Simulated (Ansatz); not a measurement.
Start from `[CH3][Ge][Cl]` and change one atom or group to get `[SH][Ge][Cl]`.

Ansatz, PBE0-D4/def2-TZVP geometries, multiplicity 1. Each molecule was computed in one conformer, which needn't be the lowest.

Scalar relativity is left out up to krypton.

```tsv
property	`[CH3][Ge][Cl]`
size of the dipole moment (PBE/def2-TZVPP) / D	2.06
HOMO–LUMO gap (PBE0/def2-TZVPP) / eV	4.21
HOMO energy (B3LYP/def2-TZVPP) / eV	-6.67
HOMO energy (ωB97M-V/def2-TZVPP) / eV	-8.95
size of the dipole moment (B3LYP/def2-TZVPP) / D	2.20
HOMO–LUMO gap (PBE/def2-TZVPP) / eV	2.34
```

**Question.** Give the same properties after the change, and the shifts. (An estimate is asked.)

**Answer.** Computed: 
```
                                        property  `[SH][Ge][Cl]`  shift
  size of the dipole moment (PBE/def2-TZVPP) / D            0.86  -1.20
            HOMO–LUMO gap (PBE0/def2-TZVPP) / eV            4.88   0.67
             HOMO energy (B3LYP/def2-TZVPP) / eV           -7.38  -0.71
           HOMO energy (ωB97M-V/def2-TZVPP) / eV           -9.63  -0.68
size of the dipole moment (B3LYP/def2-TZVPP) / D            1.02  -1.18
             HOMO–LUMO gap (PBE/def2-TZVPP) / eV            3.10   0.76
```

With PBE0 the HOMO falls by 0.74 eV and the LUMO falls by 0.07 eV, so the gap widens by about 0.67 eV. PBE moves the HOMO by -0.75 eV and ωB97M-V by -0.68 eV. The zero-point energy changes by -67.5 kJ/mol with -6 modes. Dipoles are sizes alone; their direction can turn.

B3LYP here is the variant with VWN-RPA as its local correlation; programs differ in this.
